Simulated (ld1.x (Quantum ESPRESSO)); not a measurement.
**Which change was made? (Ni, TM)**

* Element: nickel (Ni)
* Generator: ld1.x (Quantum ESPRESSO) 7.5
* Type: norm-conserving Troullier–Martins (Kleinman–Bylander form)
* Functional: PBE
* Relativity: scalar-relativistic
* Frozen core: [Ne]
* Valence charge: 18
* Reference configuration: 3s2 3p6 3d8 4s2 4p0
* Partial waves: 3s (bound): rc 0.95 bohr; 3p (bound): rc 0.95 bohr; 3d (bound): rc 1.60 bohr
* Local potential: the d channel
* Core correction: none

Occupied shells without a wave of their own: 4s. They enter only through the test configuration that unscreens the potential.

Cutoffs, loose and tight: the cutoffs (Ry, on a coarse ladder) from which the occupation-weighted sum of valence levels, in a spherical-Bessel basis at the reference potential, stays within 10 and 1 mRy of its value at 400 Ry. They do not see the model core or the augmentation charge, which bear on the density cutoff. Test errors are all-electron minus pseudo excitation energies from the reference, over the configurations 3s2 3p6 3d8 4s1 4p0; 3s2 3p6 3d8 4s0 4p0; 3s2 3p6 3d7 4s0 4p0; 3s2 3p6 3d8 4s1.5 4p0; 3s2 3p6 3d8 4s1 4p1; 3s2 3p6 3d8 4s0 4p2; 3s2 3p6 3d8 4s0 4p1; variants that change the core or the reference have their own tests. The largest error is taken over the tests solved by every variant that gives reliable tests at all, those not shown here included: 3s2 3p6 3d8 4s0 4p0; 3s2 3p6 3d8 4s0 4p1; 3s2 3p6 3d8 4s0 4p2; 3s2 3p6 3d8 4s1 4p0; 3s2 3p6 3d8 4s1 4p1; 3s2 3p6 3d8 4s1.5 4p0.

The base gives: outcome: generated, misses its reference levels by 0.26 eV; cutoff, loose: 180 Ry; cutoff, tight: 260 Ry; bound ghosts: none; largest test error (meV): +709.

On the changes marked as counting shells twice: ld1.x takes every shell without a wave as core, so the model core holds the marked electrons as well and exchange and correlation see them twice. This cancels in the reference configuration, but the file is broken for other ones, and its errors say nothing about a proper core correction.

**Question.** After one change the result is: outcome: generated, misses its reference levels by 3.22 eV; bound ghosts: not determined; largest test error (meV): -15178. Which change was it?
A. all radii scaled by about 1.39 (s 1.32, p 1.32, d 2.24 bohr)
B. type RRKJ; local potential all-electron potential smoothed inside 1.55 bohr (lloc = -1); rho0 0.001
C. wave 3d (bound): rc 1.60 bohr becomes 3d (bound): rc 2.40 bohr
D. wave 3s (bound): rc 0.95 bohr becomes 3s (bound): rc 0.78 bohr
E. core [Ne] 3s2, valence charge 16; reference 3p6 3d8 4s1.75 4p0.25; waves now 4s (bound): rc 1.90 bohr; 3d (bound): rc 1.15 bohr; 3p (bound): rc 0.70 bohr; local potential the p channel; core correction Bessel-smoothed model core, default radius (core density twice the valence density) (4p counted twice)

**Answer.** C. The others give: core [Ne] 3s2, valence charge 16; reference 3p6 3d8 4s1.75 4p0.25; waves now 4s (bound): rc 1.90 bohr; 3d (bound): rc 1.15 bohr; 3p (bound): rc 0.70 bohr; local potential the p channel; core correction Bessel-smoothed model core, default radius (core density twice the valence density) (4p counted twice) → outcome: generated; cutoff, loose: 180 Ry; cutoff, tight: over 300 Ry; bound ghosts: s; largest test error (meV): -156 | all radii scaled by about 1.39 (s 1.32, p 1.32, d 2.24 bohr) → outcome: failed: run_pseudo: Errors in PS-KS equation | type RRKJ; local potential all-electron potential smoothed inside 1.55 bohr (lloc = -1); rho0 0.001 → outcome: generated; cutoff, loose: 160 Ry; cutoff, tight: 230 Ry; bound ghosts: none; largest test error (meV): no test is counted, since the test run did not reproduce the reference configuration | wave 3s (bound): rc 0.95 bohr becomes 3s (bound): rc 0.78 bohr → outcome: generated, misses its reference levels by 0.48 eV; cutoff, loose: 230 Ry; cutoff, tight: over 300 Ry; bound ghosts: none; largest test error (meV): +1532.
